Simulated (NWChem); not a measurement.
## Atomisation of bromine monochloride (BrCl)

```xyz
2

Cl     0.0000     0.0000     1.4776
Br     0.0000     0.0000    -0.7177
```
Charge 0, spin multiplicity 1.

The numbers come from NWChem runs, not from measurements. All single points use one geometry, from B3LYP/def2-SVP, a minimum by its harmonic frequencies.

Basis set: def2-TZVP. The atomisation energy is electronic alone: no zero-point, thermal, spin-orbit or counterpoise terms. No value is extrapolated to the basis-set limit. Free atoms are single determinants with multiplicities Cl 2, Br 2.

The Hamiltonian is non-relativistic. B3LYP has NWChem's definition, with VWN1-RPA local correlation. No SCF solution was tested for a lower state. Open-shell Hartree-Fock references start from PBE0 orbitals.

Problem. For the atomisation energy, HF gives 16.0 kcal/mol and BLYP gives 55.0 kcal/mol. What do B3LYP, PBE give?

Solution. B3LYP: 52.0 kcal/mol; PBE: 61.3 kcal/mol.
